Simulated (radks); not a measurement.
The numbers below are computed, except where a source is named.
Initial-state core-level shifts of neutral platinum when its valence configuration changes from [Xe] 4f14 5d9 6s1. Code: a radial shooting solver on a logarithmic mesh with Libxc functionals. Model: scalar-relativistic Kohn-Sham, PBE, spin-polarised, spherical densities, finite nucleus; open shells are filled with parallel spins first (spin-orbit coupling, left out, can overturn this in heavy ions); Fermi nuclear charge, rms radius 5.427 fm. Shifts are changes of the shell-averaged eigenvalues in eV (positive: less bound); the change of the density at the nucleus, which sets a Mossbauer isomer shift, is in e/bohr^3, on a base of 2.116e+06.

| valence | 1s | 3s | 3d | 4s | density at nucleus |
|---|---|---|---|---|---|
| 4f14 5d7 6s1 6p2 | -9.093 | -9.248 | -9.267 | -9.219 | +58.9 |
| 4f13 5d9 6s1 6p1 | -16.418 | -19.459 | -19.279 | -17.361 | +157.7 |
| 4f14 5d9 6s0.5 6p0.5 | -1.050 | -1.034 | -1.032 | -1.039 | -57.2 |
| 4f14 5d8.5 6s1.5 | -1.364 | -1.406 | -1.411 | -1.400 | +68.6 |
| 4f14 5d8 6s1 6p1 | -4.554 | -4.623 | -4.630 | -4.615 | +27.9 |
| 4f13.5 5d7 6s1.5 6p2 | -16.838 | -18.503 | -18.439 | -17.442 | +216.9 |
| 4f14 5d8 6s2 | -2.795 | -2.882 | -2.892 | -2.867 | +142.6 |
| 4f13 5d10 6s1 | -11.515 | -14.487 | -14.299 | -12.403 | +127.8 |
| 4f13.5 5d9 6s1 6p0.5 | -8.101 | -9.596 | -9.506 | -8.590 | +77.4 |
